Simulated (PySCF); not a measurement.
# Telling isomers of C$_{4}$H$_{3}$FN$_{2}$ apart by NMR

PySCF 2.14 calculation with B3LYP/pcJ-1 coupling constants (spin–dipole term left out of most H,H and C,H couplings), geometry from GFN2-xTB and PBE0/pcSseg-1 with gauge-including orbitals; one computed conformer, non-relativistic Hamiltonian, averaged over atoms made equivalent by symmetry, fast rotation or ring inversion, gas phase.

Chemical shifts δ = σref − σ; 1H (31.72 ppm) and 13C (186.93 ppm) against TMS, all at this level. Multiplet labels drop J under 1 Hz and among equivalent protons, and merge close values. Unscaled 3J(H,H) run several per cent high. One-bond C–F couplings are unscaled and too large by tens of Hz. Shifts are as computed. Against solution values, carbons near 30 ppm lie about +3 ppm off and those near 130 ppm about +5 ppm. Of 1211 compounds with measured shifts, 218 miss one by over three times the rms of a fit or turn the order of signals round; such compounds aren't used in these exercises.

(1) Tabulate the signals of `Fc1cnccn1`, `CC(F)(C#N)C#N`, `Fc1ccnnc1` and their relative energies.

(2) What is the quickest way to tell Fc1cnccn1 from CC(F)(C#N)C#N?

(3) What is the quickest way to tell CC(F)(C#N)C#N from Fc1ccnnc1?

(4) What is the quickest way to tell Fc1cnccn1 from Fc1ccnnc1?

Answers

(1) 
```json
{"SMILES": "Fc1cnccn1", "carbon types": "1×C 3×CH", "δC": "170.9, 148.6, 147.6, 138.8", "δH": "8.78 (ddd, 1H), 8.72 (dt, 1H), 8.54 (ddd, 1H)", "E rel. (kcal/mol)": "0.0"}
{"SMILES": "CC(F)(C#N)C#N", "carbon types": "3×C 1×CH3", "δC": "117.9, 74.8, 30.7", "δH": "2.13 (d, 3H)", "E rel. (kcal/mol)": "31.7"}
{"SMILES": "Fc1ccnnc1", "carbon types": "1×C 3×CH", "δC": "172.1, 155.8, 147.1, 117.1", "δH": "9.64 (d, 1H), 9.57 (dd, 1H), 7.21 (ddd, 1H)", "E rel. (kcal/mol)": "23.9"}
```

Energies are electronic energies at PBE0/pcSseg-1 on these geometries, without zero-point or thermal terms, each for the one conformer computed, which needn't be the lowest.

(2) Count the carbon signals: 4 against 3. The first has an aromatic CH next to a ring nitrogen at 148.6 ppm, the second a fully substituted sp3 carbon bonded to F, α to a nitrile (C) at 74.8 ppm. Their most deshielded carbons lie at 170.9 and 117.9 ppm. In the proton spectra the most deshielded non-exchanging signals are 8.78 (ddd, J = 4.6, 2.7, 1.1 Hz, 1H) and 2.13 (d, J = 18.8 Hz, 3H).

(3) Count the carbon signals: 3 against 4. The first has a fully substituted sp3 carbon bonded to F, α to a nitrile (C) at 74.8 ppm, the second an aromatic CH next to a ring nitrogen at 155.8 ppm. Their most deshielded carbons lie at 117.9 and 172.1 ppm. In the proton spectra the most deshielded non-exchanging signals are 2.13 (d, J = 18.8 Hz, 3H) and 9.64 (d, J = 3.1 Hz, 1H).

(4) Both give the same number of carbon signals, with the same numbers of each carbon type, so the positions decide. The first has an aromatic CH next to a ring nitrogen at 138.8 ppm, the second an aromatic CH at 117.1 ppm. Their most deshielded carbons lie at 170.9 and 172.1 ppm. In the proton spectra the most deshielded non-exchanging signals are 8.78 (ddd, J = 4.6, 2.7, 1.1 Hz, 1H) and 9.64 (d, J = 3.1 Hz, 1H).
